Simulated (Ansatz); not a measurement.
`FB([SiH3])[SeH]` + NH₃ → `NB(F)[SeH]` + SiH₄  (cleavage of the B–Si bond)

Program: Ansatz. Geometries: PBE0-D4/def2-TZVP. ΔE: electronic, gas phase. CBS: MP2 limit from def2 TZ/QZ plus the TZ coupled-cluster correction, frozen cores. This one scheme is used for every species. For Se outer-core shells are correlated without core-valence functions, which leaves a few kJ/mol of doubt a bond. Scalar relativity is left out up to krypton. One conformer a species, not always the lowest.

| species | CCSD(T)/CBS(def2) energy (Eh) |
| --- | --- |
| `FB([SiH3])[SeH]` | -2816.83682 |
| NH₃ | -56.50880 |
| `NB(F)[SeH]` | -2581.93092 |
| SiH₄ | -291.46306 |

(1) Work out ΔE.

Largest T1 diagnostic among the species: 0.013.

## Answers

(1) ΔE = (-2581.93092) + (-291.46306) − (-2816.83682) − (-56.50880) = -0.04836 Eh = -30.3 kcal/mol.

From PBE to PBE0 (25 % exact exchange), in def2-TZVPP and without D4, ΔE moves by −2.1 kcal/mol. In def2-TZVPP, CCSD(T) changes the Hartree–Fock value by +5.2 kcal/mol (the triples alone add +0.9 kcal/mol) and MP2 by +3.8 kcal/mol.
